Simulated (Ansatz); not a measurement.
CH4STe, SMILES `SC[TeH]`, relaxed with RKS PBE-D4/def2-SVP in the Gaussian-basis code of Ansatz from a rough embedded geometry. The force threshold is 0.03 eV/Å; the program also tests the step.

The species carries charge 0 and has multiplicity 1. Te: def2 effective core potential.

Start:

```xyz
7

S    -0.189    0.377   -1.835
C     0.342   -0.231   -0.230
Te   -0.418    1.096    1.249
H    -1.536    0.093   -1.499
H    -0.051   -1.252   -0.023
H     1.457   -0.254   -0.191
H     0.395    0.171    2.529
```

```tsv
step	energy (eV)	largest force (eV/Å)	largest move (Å)
1	-19219.5173	1.510	0.000
2	-19219.6320	1.225	0.192
3	-19219.6977	0.303	0.077
4	-19219.7065	0.111	0.037
5	-19219.7108	0.104	0.085
6 (rejected)	-19219.7100	0.103	0.083
7	-19219.7128	0.024	0.040
8	-19219.7131	0.034	0.038
9	-19219.7132	0.020	0.011
```

End:

```xyz
7

S    -0.263    0.284   -1.858
C     0.374   -0.228   -0.242
Te   -0.229    1.171    1.354
H    -1.585    0.117   -1.567
H     0.044   -1.246    0.038
H     1.477   -0.210   -0.326
H     0.183    0.112    2.601
```

Run time 11 s (2 threads of an Arm Neoverse V2 on a shared host); peak host memory 0.12 GiB.
